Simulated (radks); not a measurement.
Isoelectronic series with 20 electrons, each ion in its NIST ground configuration. Method: Dirac Kohn-Sham, BLYP, spin-unpolarised, spherical densities, point nucleus; open shells are shared between the two j in proportion to 2j + 1; computed with a radial shooting solver on a logarithmic mesh with Libxc functionals. Total energies (hartree) and orbital eigenvalues (eV):

| ion | configuration | E (hartree) | 3d5/2 | 3d3/2 | 3p3/2 |
|---|---|---|---|---|---|
| Ba36+ | [Ar] 3d2 | -7148.5933 | -2379.913 | -2400.874 | -2594.061 |
| Ce38+ | [Ar] 3d2 | -7729.6886 | -2628.507 | -2653.395 | -2855.997 |
| Nd40+ | [Ar] 3d2 | -8336.3718 | -2889.250 | -2918.593 | -3130.665 |
| Sm42+ | [Ar] 3d2 | -8969.1200 | -3162.150 | -3196.521 | -3418.123 |
| Gd44+ | [Ar] 3d2 | -9628.4459 | -3447.214 | -3487.239 | -3718.433 |
| Dy46+ | [Ar] 3d2 | -10314.9006 | -3744.452 | -3790.805 | -4031.659 |
| Er48+ | [Ar] 3d2 | -11029.0775 | -4053.877 | -4107.286 | -4357.868 |
| Yb50+ | [Ar] 3d2 | -11771.6160 | -4375.497 | -4436.746 | -4697.131 |
| Hf52+ | [Ar] 3d2 | -12543.2057 | -4709.327 | -4779.257 | -5049.521 |
| Os56+ | [Ar] 3d2 | -14176.5815 | -5413.665 | -5503.729 | -5793.993 |

Estimate the row of W54+ ([Ar] 3d2).

Answer. E (hartree) -13344.5920; 3d5/2 -5055.378; 3d3/2 -5134.893; 3p3/2 -5415.115.
